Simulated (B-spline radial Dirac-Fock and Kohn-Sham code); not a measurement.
**L2 emission of Cu⁹⁺**

System: copper as Cu⁹⁺, configuration [Ar] 3d2.

Input of the calculation (task.json; shells as n, l, electrons):

```json
{"items": [{
  "Z": 29,
  "q": 9,
  "cfg": [[1, 0, 2], [2, 0, 2], [2, 1, 6], [3, 0, 2], [3, 1, 6], [3, 2, 2]],
  "A": 63,
  "rrms": 3.8823,
  "do": ["binding", "quiet", "decay"],
  "holes": ["K", "L1", "L2", "L3", "M1", "M2", "M3"]
}]}
```

Command: `python xray_run.py task.json out`

Level of theory: independent-particle rates on relativistic LDA orbitals of the hole state (multipoles up to L = 3, Coulomb Auger matrix elements, transition energies from Dirac-Fock); a radial B-spline solver.

```csv
line,multipole,energy (eV),width (meV),share (%)
L2-M1,E1,865.8,0.353,14.3
L2-M3,E2,920.2,0.00108,0.0437
L2-M4,E1,989.6,2.11,85.7
```

The listed lines hold 100.0 % of the radiative rate. The radiative width is 0.00247 eV in the length form and 0.00257 eV in the velocity form; the two differ because the transition energies are not eigenvalue differences of the potential that gave the orbitals.
